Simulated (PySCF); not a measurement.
Molfile (atoms numbered from 1):
```
FH7Si3
     RDKit          3D

 11 10  0  0  0  0  0  0  0  0999 V2000
    1.5598   -1.6047   -0.8555 F   0  0  0  0  0  0  0  0  0  0  0  0
    1.8386   -0.4672    0.2845 Si  0  0  0  0  0  4  0  0  0  0  0  0
    0.0359    1.0296    0.1999 Si  0  0  0  0  0  4  0  0  0  0  0  0
   -1.8534   -0.2229   -0.4052 Si  0  0  0  0  0  4  0  0  0  0  0  0
    3.1618    0.1576   -0.0068 H   0  0  0  0  0  0  0  0  0  0  0  0
    1.8952   -1.1538    1.6091 H   0  0  0  0  0  0  0  0  0  0  0  0
    0.2881    2.1164   -0.7980 H   0  0  0  0  0  0  0  0  0  0  0  0
   -0.1514    1.6526    1.5489 H   0  0  0  0  0  0  0  0  0  0  0  0
   -1.9639   -1.4086    0.4983 H   0  0  0  0  0  0  0  0  0  0  0  0
   -1.7062   -0.6928   -1.8151 H   0  0  0  0  0  0  0  0  0  0  0  0
   -3.0982    0.5965   -0.2860 H   0  0  0  0  0  0  0  0  0  0  0  0
  1  2  1  0
  2  3  1  0
  3  4  1  0
  2  5  1  0
  2  6  1  0
  3  7  1  0
  3  8  1  0
  4  9  1  0
  4 10  1  0
  4 11  1  0
M  END
```

Geometry: PBE0-D3(BJ)/def2-SVP; GIAO shifts from PySCF 2.14, gas phase, non-relativistic, averaged over equivalent atoms.

At PBE0/pcSseg-0 (62 basis functions, 3.2 s wall time on 1 thread of an Arm Neoverse V2, shared host):
```tsv
atoms	δ (ppm)
F1	-305.5
Si2	-6.3
Si4	-159.7
Si3	-177.1
H5/H6	5.97
H9/H10/H11	3.40
H7/H8	3.19
```

Shifts are taken against calculated references (same method and geometry level): ¹⁹F (178.37 ppm) against CFCl3; ²⁹Si (348.52 ppm), ¹H (32.83 ppm) vs TMS.

**Question.** Predict the values at PBE0/6-311+G(2d,p) on the same geometry.

**Answer.** 
```tsv
atoms	δ at PBE0/6-311+G(2d,p)	change
F1	-241.2	+64.3
Si2	9.8	+16.1
Si4	-107.3	+52.4
Si3	-115.1	+62.0
H5/H6	6.02	+0.05
H9/H10/H11	4.00	+0.60
H7/H8	3.74	+0.55
```

Referencing at the same level of theory: ¹⁹F (174.75 ppm) vs CFCl3; ²⁹Si (344.43 ppm), ¹H (31.51 ppm) against TMS.

The largest change is at F1 (fluorine bonded to Si). Cost: 174 basis functions, 13 s wall time on 1 thread of an Arm Neoverse V2, shared host.

Unscaled 19F shifts against computed CFCl3 carry errors that often reach 10 to 50 ppm.
